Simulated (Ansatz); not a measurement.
An input meant for cis-V(PH3)2F4 (VP2H6F4) (charge 0, doublet).

```yaml
crystal:
  periodic: [false, false, false]
  atoms:
    - {symbol: F, position_ang: [-1.357395, -0.164729, -4.900710]}
    - {symbol: F, position_ang: [-4.883882, 0.275168, -1.399831]}
    - {symbol: F, position_ang: [-0.732587, 3.173760, -1.122298]}
    - {symbol: F, position_ang: [-1.167823, -3.135668, -0.795376]}
    - {symbol: P, position_ang: [-1.997498, 0.249454, 3.596586]}
    - {symbol: P, position_ang: [3.609378, -0.277773, -1.969274]}
    - {symbol: V, position_ang: [-1.597112, 0.030086, -1.612414]}
    - {symbol: H, position_ang: [0.026823, -0.071813, 5.338174]}
    - {symbol: H, position_ang: [-3.652037, -1.555712, 4.694537]}
    - {symbol: H, position_ang: [-3.056987, 2.437935, 4.733777]}
    - {symbol: H, position_ang: [4.711472, -2.461436, -3.074124]}
    - {symbol: H, position_ang: [5.337806, -0.044382, 0.077965]}
    - {symbol: H, position_ang: [4.759823, 1.545128, -3.567031]}
basis:
  gaussian: {orbitals: def2-SVPD, fitting: {mean_field: cc-pVTZ-jkfit}}
magnetization: {spin_polarized: true, initial_magnetization: 1}
hamiltonian: {xc: {name: HF}}
scf: {omitted_lower_state_checks: [starts]}
```

```sh
$ ansatz run in.yaml --threads 4 --pin off --events-out ev --progress --plain --max-ram 4787MiB
```

Task: Predict how Ansatz answers.

Result: The input was rejected before any iteration.
```
Functional definition: HF
Error: [file] the basis set cc-pVTZ-JKFIT has no functions for V
```
